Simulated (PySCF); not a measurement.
Two-component Hartree-Fock for Rh³²⁺ (rhodium, charge +32)

Start: [Ne] 3s2 3p1; 3p1/2 filled at m_j = +1/2. Calculated with PySCF 2.14 in an uncontracted even-tempered set (19 s from 5.5 bohr⁻², ratio 2.4; 13 p from 7.2 bohr⁻², ratio 2.4; 4 d from 25 bohr⁻², ratio 2.6; 4 f from 38 bohr⁻², ratio 2.6): generalised Hartree-Fock with the X2C-1e Hamiltonian and a Gaussian nucleus; one run each with spin-orbit coupling (SO) switched off, then screened by Boettger's factors.

```tsv
spinor shell	electrons	ε, spin-free (eV)	ε, screened SO (eV)	weight of nominal j (screened SO)	rms radius, screened SO (bohr)
1s1/2	2	-25112.6	-25109.9	1.000	0.0374
2s1/2	2	-5142.7	-5141.5	1.000	0.151
2p1/2	2	-4788.6	-4893.5	1.000	0.131
2p3/2	4	-4788.6	-4738.6	1.000	0.135
3s1/2	2	-1993.0	-1992.4	1.000	0.366
3p1/2	1	-1897.4	-1922.1	1.000	0.351
```

```tsv
quantity	spin-free	screened SO
E (hartree)	-3981.62706	-3983.16080
M_J	1/2	1/2
⟨J²⟩	1.090	0.751
⟨L²⟩	2.004	2.007
⟨S²⟩	0.751	0.754
```

Each row is a mean over spinors that exchange with the open shell spreads, by up to 10.288 eV (2p1/2).

Breit and QED terms are absent; they matter most for the inner s and p1/2 levels.

Densities and radii are taken from the X2C orbitals without a picture-change correction, which distorts them close to the nucleus.

Without spin-orbit coupling the j labels of p, d and f shells carry no meaning; the spin-free column gives the mean over the occupied spinors of each nl shell, and its ⟨J²⟩ belongs to a mixture of degenerate components.
